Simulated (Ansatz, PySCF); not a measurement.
System: phosphorus nitride, PN, net charge 0, singlet state. SMILES: N#P
Geometry from a B3LYP-D3(BJ)/def2-TZVP (Ansatz, a program for electronic structure) optimisation:
```
N
P 1 1.4828
```

Property: atomisation energy (electronic, to ground-state atoms), in kJ/mol. Valence correlation only, unless marked. UHF or UKS for open shells. Spin-orbit coupling is left out. Non-relativistic. The coupled-cluster limit lacks core correlation, which all-electron functionals hold. Basis-set limits of correlation are two-point, X^-3; Hartree-Fock from the larger set (for Q and 5 zeta extrapolated as (X+1)exp(-9√X)).

The Hartree-Fock reference is unstable (checked in the largest basis), which strains HF and MP2. 

```
level                                        program  atomisation energy (kJ/mol)
------------------------------------  --------------  ---------------------------
PBE0-D3(BJ)/def2-TZVPD                Ansatz + dftd3                        580.4
TPSSh-D3(BJ)/def2-TZVPD                PySCF + dftd3                            ?
wB97X-V/def2-TZVPD                            Ansatz                            ?
SCS-MP2/def2-SVP                              Ansatz                        542.9
CCSD(T)/CBS(cc-pV(Q+d)Z,cc-pV(5+d)Z)          Ansatz                        607.3
```

**Question.** Some entries are withheld; supply them.

**Answer.** 
- TPSSh-D3(BJ)/def2-TZVPD, atomisation energy (kJ/mol): 584.2
- wB97X-V/def2-TZVPD, atomisation energy (kJ/mol): 608.2
